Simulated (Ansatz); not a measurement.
Molecule: C4H10Si2, net charge 0, singlet state. 
Geometry from a B3LYP-D3(BJ)/def2-TZVP (Ansatz, an electronic-structure program) optimisation:
```xyz
16

Si     2.6772     0.9986     0.0040
C      2.0855    -0.8017     0.0689
C      0.6626    -0.8839    -0.2042
C     -0.5168    -0.8927    -0.4451
C     -1.9490    -0.8606    -0.6764
Si    -2.7895     0.3699     0.4961
H      4.1331     1.0538     0.2856
H      1.9533     1.7966     1.0185
H      2.4200     1.5603    -1.3409
H      2.6602    -1.3889    -0.6541
H      2.3156    -1.2084     1.0585
H     -2.3943    -1.8495    -0.5294
H     -2.1700    -0.5660    -1.7070
H     -4.2510     0.3824     0.2393
H     -2.2425     1.7260     0.2689
H     -2.5455    -0.0317     1.8995
```
Charge 0, spin multiplicity 1.

Basis-set convergence of Hartree-Fock and CCSD(T) correlation energies (hartree) with Ansatz. Valence correlation only, unless marked. Spin-orbit coupling is left out. No relativistic terms.

```json
[
 {"basis": "aug-cc-pV(D+d)Z", "functions": "246", "E(HF)": "-735.12601", "E(corr, CCSD(T))": "-0.87706"},
 {"basis": "aug-cc-pV(T+d)Z", "functions": "524", "E(HF)": "___", "E(corr, CCSD(T))": "___"}
]
```

Problem. Complete the blanks.

Solution. 
- aug-cc-pV(T+d)Z, E(HF): -735.18979
- aug-cc-pV(T+d)Z, E(corr, CCSD(T)): -1.02365
